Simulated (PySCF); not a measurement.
Calculation: TPSSh-D3(BJ)/def2-TZVP (PySCF 2.14.0). Isolated molecules, 0 K electronic values unless said otherwise. One relaxed conformer stands for a flexible species; it need not be the lowest. 

Reference species (SMILES): `[AlH3]` (neutral, multiplicity 1).

| Property | Value |
|---|---|
| LUMO | -2.01 eV |
| HOMO | -8.05 eV |

Changed species: `[OH][Al]([OH])[OH]` (3 of 3 H replaced by OH; the reference has 0 of 3 H replaced by OH).

Q: What does the change do to the LUMO and HOMO?

A: the LUMO rises by 1.24 eV, to -0.77 eV; the HOMO stays essentially unchanged.
